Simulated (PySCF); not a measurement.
## Computed structure and properties of [OsO2(OH)3]+

System: [OsO2(OH)3]+ (singlet); start: displaced along the imaginary mode (C3). Method: PySCF 2.14.0, RKS TPSS, Os def2-SVP with ECP60, O def2-SVP, H def2-SVP; non-relativistic Hamiltonian with scalar-relativistic core potentials where named; density fitting; no spin-orbit coupling.

Input of the relaxation:

```python
mol = gto.M(atom='''
Os    -0.00000     0.00000     0.00048
O     -0.00000     0.00000     1.76570
O      0.00000    -0.00000    -1.76085
O      1.83859     0.23014    -0.01928
H      2.52176    -0.48476     0.25000
O     -1.11860     1.47719    -0.01928
H     -0.84106     2.42629     0.25000
O     -0.71999    -1.70734    -0.01928
H     -1.68069    -1.94152     0.25000''',
    basis={'Os': 'def2-SVP', 'O': 'def2-SVP', 'H': 'def2-SVP'},
    ecp={'Os': 'def2-SVP'},
    charge=1, spin=0)
mf = dft.RKS(mol, xc='TPSS')
mf.grids.atom_grid = (50, 194)
mf = mf.density_fit()  # fitting sets: Os def2-universal-JKFIT, O def2-universal-JKFIT, H def2-universal-JKFIT
mf.conv_tol = 1e-08; mf.max_cycle = 55
mf.kernel(dm0)  # dm0: converged density of the start geometry
# quasi-Newton relaxation in Cartesian coordinates to a largest gradient under 0.00045 Eh/bohr, steps kept in the point group
```

Run from Python with OMP_NUM_THREADS=2; the lines above give its settings. Where DIIS fails, smearing, a level shift and second-order steps follow.
It took 98 s on 2 threads of Arm Neoverse V2, with other jobs on the host, from the converged density of the start.

Course of the relaxation:

| step | energy above end (eV) | largest force component within the symmetry (eV/Å) |
| --- | --- | --- |
| 0 | 1.5007 | 1.465 |
| 1 | 1.0730 | 1.115 |
| 2 | 0.7503 | 1.940 |
| 3 | 0.3748 | 1.317 |
| 4 | 0.1973 | 1.678 |
| 5 | 0.0858 | 0.522 |
| 6 | 0.0328 | 0.242 |
| 7 | 0.0073 | 0.333 |
| 8 | 0.0017 | 0.064 |
| 9 | 0.0006 | 0.034 |
| 10 | 0.0002 | 0.013 |
| 11 | 0.0000 | 0.009 |
| 12 | 0.0000 | 0.001 |

Relaxed geometry (C3v):

```xyz
9

Os    0.0000    0.0000   -0.2044
O     0.0000    0.0000    1.5580
O     0.0000    0.0000   -1.9436
O     1.8609   -0.1347   -0.2343
H     2.2804   -0.1643    0.6634
O    -0.8138    1.6789   -0.2343
H    -0.9979    2.0570    0.6634
O    -1.0471   -1.5442   -0.2343
H    -1.2825   -1.8927    0.6634
```

```csv
contact,Å
Os1–O2 (O),1.762
Os1–O3 (O),1.739
Os1–O4 (OH),1.866
Os1–O6 (OH),1.866
Os1–O8 (OH),1.866
```

On the finer grid (75, 302):

```
HOMO                                                          : -14.07 eV
LUMO                                                          : -11.20 eV
Dipole about the centre of mass                               : 4.03 D
Set of Mulliken populations of Os1 outside the core potential : s 2.49, p 6.41, d 5.60, f 0.22
D3(BJ) dispersion energy (not in the energies)                : -0.254 eV
```

| atom | Mulliken (e) | Löwdin (e) | spin (e) |
| --- | --- | --- | --- |
| Os1 | 1.28 | 0.38 | 0.00 |
| O2 | -0.28 | -0.06 | 0.00 |
| O3 | -0.16 | 0.08 | 0.00 |
| O4 | -0.23 | 0.04 | 0.00 |
| H5 | 0.29 | 0.17 | 0.00 |
| O6 | -0.23 | 0.04 | 0.00 |
| H7 | 0.29 | 0.17 | 0.00 |
| O8 | -0.23 | 0.04 | 0.00 |
| H9 | 0.29 | 0.17 | 0.00 |

No frequency check is given here. The steps kept the symmetry C3 of the start, so a lower state may lie off it.

Rigid scan of O along the line from its metal, all other atoms held (where the atom bridges, its other bond changes as well):

(distance to O2 (Å), energy (eV)): (1.46, 3.576), (1.56, 1.300), (1.66, 0.268), (1.76, 0.000), (1.86, 0.186), (1.96, 0.626), (2.06, 1.194), (2.21, 2.118)

Taking off one OH (charge -1, singlet; the rest: singlet) in vacuum, both parts rigid, costs 21.35 eV; the small basis without counterpoise inflates it. Most of it is the attraction of opposite charges; other ways to part are cheaper, and one spin state was tried for the rest.

Rigid scan of OH along the line from its metal, all other atoms held (where the atom bridges, its other bond changes as well):

| distance to O4 (Å) | energy (eV) |
| --- | --- |
| 1.57 | 2.337 |
| 1.67 | 0.855 |
| 1.77 | 0.177 |
| 1.87 | 0.000 |
| 1.97 | 0.125 |
| 2.07 | 0.423 |
| 2.27 | 1.236 |
| 2.57 | 2.452 |

One start shape was tried, so this needn't be the lowest isomer.
